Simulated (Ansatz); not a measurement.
Cost and result up the ladder for Sn(eta1-allyl)H3 (C₃H₈Sn) (12 atoms). The state is a singlet with charge 0. Geometry: PBE-D4/def2-SVP.

```tsv
atom	x (Å)	y (Å)	z (Å)
Sn1	-0.678	0.242	1.786
C2	0.170	0.873	-0.145
C3	0.799	-0.281	-0.847
C4	0.279	-0.945	-1.899
H5	0.902	1.671	0.096
H6	-0.663	1.319	-0.726
H7	1.768	-0.624	-0.436
H8	-0.684	-0.649	-2.349
H9	0.798	-1.805	-2.348
H10	0.541	-0.587	2.693
H11	-2.001	-0.831	1.487
H12	-1.228	1.617	2.687
```

Ansatz on 4 threads of Arm Neoverse V1 on a shared host. Times are rough, and most runs start from the orbitals of an earlier one. ωB97M-V/def2-TZVP serves as the yardstick here, not as an exact answer. Differences are given only for rows in sets of like size (and for xTB, whose basis is part of the method), since another set adds its own error. Binding counts from free atoms at the same level (Sn triplet, C triplet, H doublet; other spins of the atoms weren't run), without zero-point energy or a counterpoise term.

In the def2 sets Sn takes a core potential; there is no spin–orbit coupling. Correlated methods freeze 7 core orbitals; core or outer-core shells of Sn are correlated, in sets that lack core-valence functions.

Correlated methods converge slowly with the basis.

```json
{"level": "PBE-D4/def2-SVP", "functions": "108", "wall time": "0.95 s"}
{"level": "PBE0-D4/def2-SVP", "functions": "108", "wall time": "1.1 s"}
{"level": "PBE-D4/def2-TZVP", "functions": "191", "wall time": "1.6 s"}
{"level": "BLYP-D4/def2-TZVP", "functions": "191", "wall time": "1.7 s"}
{"level": "PBE0-D4/def2-TZVP", "functions": "191", "wall time": "2.1 s"}
{"level": "BHLYP-D4/def2-TZVP", "functions": "191", "wall time": "2.2 s"}
{"level": "CAM-B3LYP-D4/def2-TZVP", "functions": "191", "wall time": "2.5 s"}
{"level": "PBE-D4/def2-TZVPD", "functions": "239", "wall time": "2.5 s"}
{"level": "PBE0-D4/def2-TZVPD", "functions": "239", "wall time": "3.3 s"}
{"level": "ωB97X-V/def2-TZVP", "functions": "191", "wall time": "6.5 s"}
{"level": "r2SCAN-D4/def2-TZVPD", "functions": "239", "wall time": "7 s"}
{"level": "B97M-V/def2-TZVP", "functions": "191", "wall time": "7 s"}
{"level": "ωB97M-V/def2-TZVP", "functions": "191", "wall time": "7.5 s"}
{"level": "CCSD(T)/def2-TZVP", "functions": "191", "wall time": "77 s"}
```

Q: Estimate what each level gives for the binding energy per atom (eV).

A: 
```csv
level,binding energy per atom (eV),difference from ωB97M-V/def2-TZVP (eV)
PBE-D4/def2-SVP,3.68,–
PBE0-D4/def2-SVP,3.64,–
PBE-D4/def2-TZVP,3.67,0.05
BLYP-D4/def2-TZVP,3.60,-0.02
PBE0-D4/def2-TZVP,3.62,0.01
BHLYP-D4/def2-TZVP,3.54,-0.08
CAM-B3LYP-D4/def2-TZVP,3.63,0.01
PBE-D4/def2-TZVPD,3.67,0.05
PBE0-D4/def2-TZVPD,3.62,0.01
ωB97X-V/def2-TZVP,3.63,0.01
r2SCAN-D4/def2-TZVPD,3.62,0.00
B97M-V/def2-TZVP,3.64,0.03
ωB97M-V/def2-TZVP,3.62,0.00
CCSD(T)/def2-TZVP,3.50,-0.12
```
